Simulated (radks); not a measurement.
Q: Radial electron density D(r) = 4 pi r^2 rho(r) of an atom or ion with 59 electrons. Method: Dirac Kohn-Sham, Wu-Cohen GGA, spin-unpolarised, spherical densities, finite nucleus; Fermi nuclear charge, rms radius of each element as measured or else 0.836 A^(1/3) + 0.57 fm; computed with a radial shooting solver on a logarithmic mesh with Libxc functionals.

r (bohr)  D(r) (e/bohr)
0.001662          8.360
0.00192           10.47
0.002217          13.04
0.002561          16.16
0.002957          19.89
0.003415          24.29
0.003976          29.72
0.004592          35.60
0.005303          42.15
0.006124          49.24
0.007073          56.64
0.008168          64.02
0.009433          70.95
0.01089           76.90
0.01258           81.33
0.01453           83.79
0.01678           84.05
0.01938           82.30
0.02238           79.19
0.02585           75.95
0.02985           74.13
0.03448           75.23
0.03982           80.12
0.04598           88.37
0.0531            98.01
0.06133           105.8
0.07083           108.6
0.08245           104.4
0.09523           95.21
0.11              85.70
0.127             81.16
0.1467            83.99
0.1694            91.20
0.1956            95.42
0.2259            89.89
0.2609            74.00
0.3013            54.59
0.348             41.07
0.4019            38.06
0.4642            42.04
0.5361            45.08
0.6191            41.89
0.715             33.25
0.8257            23.60
0.9536            16.55
1.101             12.72
1.272             10.62
1.469             8.679
1.71              6.221
1.975             3.861
2.281             1.991
2.634            0.8383
3.042            0.2870
3.513           0.07791
4.057           0.01614
4.686          0.002475
5.411         0.0002748

What is the nuclear charge?

A: Z = 62. The innermost maximum, from 1s, lies near gamma/Z bohr with gamma = sqrt(1 - (Z/c)^2) = 0.892, here 0.0144 bohr (found: 0.0159), and its height grows with Z. The density is that of the samarium ion Sm3+ in [Xe] 4f5; the configuration itself is not fixed sharply by these data, and Z only to a few units. D(r) has 4 maxima, at r = 0.0159, 0.0703, 0.196, 0.540 bohr, and minima at 0.0306, 0.129, 0.389 bohr, inside which lie 2.01, 11.19, 29.19 electrons.
